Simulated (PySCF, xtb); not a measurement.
SiBrF2, SMILES F[Si](F)Br, multiplicity 2.

The structure is a stationary point at PBE0-D3(BJ)/def2-SVP.

These are C-PCM-ωB97X/def2-SVP (PySCF 2.14.0) values and carry that method's errors.

The values are the electrostatic part of the solvation free energy, E(continuum) − E(gas) at the gas-phase geometry, in a cavity of scaled van der Waals radii (PySCF's table); cavitation and dispersion terms are not included. The dipole moment in vacuum is 1.21 D.

Question: Estimate the values in water (ε = 78.36), benzene (ε = 2.27), 2-propanol (ε = 19.26). (The exact figures need the calculation; the answer reports its results.)

Answer: 
```csv
solvent,ε,ΔG(elec) (kcal/mol),dipole (D)
water,78.36,-1.8,1.42
benzene,2.27,-1.0,1.32
2-propanol,19.26,-1.7,1.41
```

For comparison, GFN2-xTB/ALPB(water) (xtb, at the GFN2-xTB geometry, all terms of that model) gives 2.0 kcal/mol.
